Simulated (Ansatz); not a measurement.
A CCSD(T) single point on C$_{3}$H$_{6}$OSi (`OC#CC[SiH3]`).

```yaml
crystal:
  periodic: [false, false, false]
  atoms:
    - {symbol: O, position_ang: [0.645175, 1.787050, 2.591107]}
    - {symbol: C, position_ang: [0.152772, 0.949559, 1.716983]}
    - {symbol: C, position_ang: [-0.254685, 0.197915, 0.874243]}
    - {symbol: C, position_ang: [-0.698667, -0.687343, -0.183320]}
    - {symbol: Si, position_ang: [0.405312, -0.497560, -1.705047]}
    - {symbol: H, position_ang: [0.131249, 1.753545, 3.405992]}
    - {symbol: H, position_ang: [-0.669945, -1.735062, 0.134985]}
    - {symbol: H, position_ang: [-1.731349, -0.470801, -0.477494]}
    - {symbol: H, position_ang: [0.347243, 0.900979, -2.200111]}
    - {symbol: H, position_ang: [1.807361, -0.841630, -1.358238]}
    - {symbol: H, position_ang: [-0.069066, -1.413751, -2.778599]}
basis:
  gaussian: {orbitals: def2-SVP}
correlation: {method: ccsd_t}
```

```sh
$ ansatz run in.yaml --threads 4 --pin off --events-out ev --progress --plain
```

Output of Ansatz, abridged:

```
Functional definition: HF
1044 factors; integrals over basis functions are off by at most 1.2e-3 eV
mean field evaluation 1: about -13074.4222 eV, gradient 3.0e1 eV
mean field evaluation 2: about -13074.4307 eV, gradient 3.0e1 eV
mean field evaluation 4: about -13076.9603 eV, gradient 4.7e0 eV
mean field evaluation 8: about -13077.0261 eV, gradient 4.2e-4 eV
mean field -13077.02610564 eV, -480.5718454557 hartree, gradient 9.6e-7 eV, S^2 0.000000; 0 other end points of the search recorded, 0 dependent functions left out
9 core orbitals not correlated: weight in the atoms' cores, before any rotation towards them, 1.000 or more for the frozen orbitals, at most 0.000 for the correlated occupied ones
reference -13077.02610564 eV, -480.5718454557 hartree; 14, 14 occupied and 81, 81 virtual orbitals, 1044 factors
second order -18.33352218 eV of doubles, -0.00000000 eV of singles
cycle   1  -18.91407725 eV  change   -5.8e-1 eV  update   1.1e-1
cycle   2  -19.46604772 eV  change   -5.5e-1 eV  update   3.2e-2
cycle   3  -19.59512404 eV  change   -1.3e-1 eV  update   1.6e-2
cycle   4  -19.59731445 eV  change   -2.2e-3 eV  update   4.4e-3
cycle   5  -19.59841545 eV  change   -1.1e-3 eV  update   1.7e-3
cycle   6  -19.59868339 eV  change   -2.7e-4 eV  update   4.1e-4
cycle   7  -19.59863617 eV  change    4.7e-5 eV  update   1.4e-4
cycle   8  -19.59865703 eV  change   -2.1e-5 eV  update   4.3e-5
cycle   9  -19.59866562 eV  change   -8.6e-6 eV  update   1.7e-5
perturbative correction -0.64912111 eV, -0.0238547606 hartree
Total energy: -13097.27389236 eV, -481.3159378933 hartree
```

Hardware: 4 threads of a server CPU on a shared host. Wall time 3.7 s, peak host memory 0.48 GiB.

MP2 recovers 90.5 % of the CCSD(T) correlation energy and the triples give 3.2 %; T1 = 0.0120.
